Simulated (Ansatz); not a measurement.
Mulliken charges of CH4BFN2, SMILES `FB1NCN1` from B3LYP/def2-TZVPP in Ansatz (PBE0-D4/def2-TZVP geometry).

```
atom   x (Å)   y (Å)   z (Å)  charge (e)
  F1   1.881  -0.114   1.551      -0.286
  B2   0.864  -0.055   0.707       0.450
  N3   0.760   0.328  -0.665      -0.352
  C4  -0.671   0.034  -0.567       0.073
  N5  -0.527  -0.351   0.839      -0.352
  H6   1.307   0.138  -1.486       0.146
  H7  -1.003  -0.789  -1.209       0.087
  H8  -1.305   0.913  -0.726       0.087
  H9  -1.219  -0.152   1.538       0.146
```

Task: By hand: the dipole of these point charges (1 e Å = 4.8032 D).

Result: Σ q r = (-0.468, 0.027, -0.389) e Å, of length 0.609 e Å = 2.93 D.

Task: How does the dipole of the full density compare? (Estimate.)

Result: Ansatz gave: (-0.349, 0.020, -0.289) e Å, 2.18 D; the point charges give 1.34 times that, at 0° from its direction.

Point charges leave out the atoms' own dipoles, such as those of lone pairs, and Mulliken's split depends on the basis, so the two needn't agree.

B3LYP here is the variant with VWN-RPA as its local correlation; programs differ in this.
